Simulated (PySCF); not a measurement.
How methods differ on the ionisation energy of Rh

Rh [Kr] 4d8 5s1 (4F) → Rh⁺ [Kr] 4d8 (3F), as a difference of total energies. All numbers are calculated (PySCF 2.14, scalar relativity by spin-free X2C-1e, in x2c-QZVPPall). Correlated levels: valence: [Kr] frozen; valence and next inner shell: [Ar] 3d10 frozen. The calculations carry no spin-orbit coupling.

Question: Order these methods by the ionisation energy they give, lowest first.
A. SCS-MP2 (valence)
B. wB97M-V
C. PBE0
D. BHandHLYP

Answer: A (7.061 eV), B (7.117 eV), D (7.241 eV), C (7.528 eV).

Errors of the correlated levels include the incompleteness of this basis and the frozen core.

For comparison: 7.479 eV (measured; NIST levels, between the centres of gravity of the two terms).
